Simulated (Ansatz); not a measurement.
Reactions of CH6AlFGe (`[CH3][Al]([F])[GeH3]`).

Isolated molecules relaxed with PBE0-D4/def2-TZVP in Ansatz; ΔE leaves out vibrations. CBS: MP2 limit from def2 TZ/QZ plus the TZ coupled-cluster correction, frozen cores. This one scheme is used for every species. For Ge outer-core shells are correlated without core-valence functions, which leaves a few kJ/mol of doubt a bond. Scalar relativity is left out up to krypton. One conformer a species, not always the lowest.

```csv
reaction,HF/CBS(def2) (kJ/mol)
`[CH3][Al]([F])[GeH3]` + `NBCN` → `CNBCN` + `[F][AlH][GeH3]`,72
`[CH3][Al]([F])[GeH3]` + `CC(C)(C)S` → `CSC(C)(C)C` + `[F][AlH][GeH3]`,56
`[CH3][Al]([F])[GeH3]` + `C#C` → `C#[C][Al]([CH3])[F]` + GeH₄,-51
`[CH3][Al]([F])[GeH3]` + CH₃OH → `[CH3][Al]([F])[CH2]O` + GeH₄,55
```

Q: Give the CCSD(T)/CBS values in the same order. (Estimate.)

A: The calculation gave: 82, 56, -36, 55 kJ/mol.

Largest T1 diagnostic: 0.013, for `C#C`.
